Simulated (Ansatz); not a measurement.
CH4ClFOSi can be A, `FC(Cl)O[SiH3]`, or B, `O[SiH](Cl)CF`.

Isolated molecules relaxed with PBE0-D4/def2-TZVP in Ansatz; ΔE leaves out vibrations. CCSD(T)/CBS is the MP2 limit (def2-TZVPP, def2-QZVPP) plus CCSD(T) − MP2 in def2-TZVPP, frozen cores. DFT in def2-TZVPP. B3LYP here is the variant with VWN-RPA as its local correlation; programs differ in this. Each species was taken in one conformer, which may not be the lowest.

Task: Which is lower in electronic energy at CCSD(T)/CBS, and by how much? (Best estimate.)

Result: Ansatz gave: B, by 46.5 kcal/mol.

Task: Give E(B) − E(A) in kcal/mol with B2PLYP, PBE-D4, CCSD/def2-TZVPP, HF/def2-TZVPP, PBE0-D4, B3LYP-D4, MP2/def2-TZVPP. (Estimate.)

Result: The calculation gave: B2PLYP -44.9, PBE-D4 -43.0, CCSD/def2-TZVPP -45.3, HF/def2-TZVPP -44.6, PBE0-D4 -44.7, B3LYP-D4 -44.1, MP2/def2-TZVPP -46.5. None reverses the order clearly.

Largest T1 diagnostic: 0.012.

From PBE to PBE0 (25 % exact exchange), in def2-TZVPP and without D4, E(B) − E(A) moves by −1.7 kcal/mol.
